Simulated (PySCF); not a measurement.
A run that did not reach its result, on `C[O+](C)[GaH3-]` (driver script around PySCF, density fitting, GFN2-xTB geometry as the base; each input is a line of settings and coordinates in Å).

Command:
```bash
OMP_NUM_THREADS=1 python probes_run.py task.json out
```
Input:
```
{"job": {"kind": "nmr", "xc": "revPBE", "basis": "MINI", "pop": true, "gauge": [0, 0, 50], "scf": {"diis": false, "max_cycle": 85}}, "charge": 0, "multiplicity": 1}
C     -0.319566     1.499777     0.026934
O     -0.109761     0.105092    -0.085826
C     -1.281495    -0.666606     0.096528
Ga     1.727466    -0.885515    -0.152571
H     -0.709227     1.756933     1.016894
H     -1.017029     1.844809    -0.743079
H      0.652898     1.971073    -0.117282
H     -1.711212    -0.493824     1.088016
H     -2.022879    -0.427839    -0.672991
H     -0.979846    -1.711910     0.005617
H      2.575797     0.329113    -0.610259
H      1.339776    -1.969214    -1.194151
H      1.850691    -1.351403     1.324441
```

Output:
```
KeyError: 'Element ga (Z=31) not found in basis MINI version 0'
```

Task: What went wrong, and what mends it?

Result: The basis MINI in the Basis Set Exchange has no functions for gallium, so the input was refused before any integral. Choose a basis that covers all elements. The run gave no result.
